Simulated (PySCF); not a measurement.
Vertical excitations of a molecule C₃H₆OSi from TDA-PBE0/def2-SVPD run with PySCF, as energy in eV (oscillator strength): 2.85 (0.001), 5.81 (0.332), 6.36 (0.002), 6.38 (0.006), 6.49 (0.009), 6.57 (0.027), 6.74 (0.000), 6.91 (0.120), 7.18 (0.176), 7.23 (0.001). Lowest triplet (TDA): 2.26 eV. Geometry: ωB97X-D3(BJ)/def2-SVP. Other conformers were not sampled.

Question: Which structure fits?
A. CC1=C[SiH2]O1
B. [SiH3]C1=CCO1
C. C=CC(=O)[SiH3]
D. C1=CO[SiH2]C1

Answer: C, C=CC(=O)[SiH3]
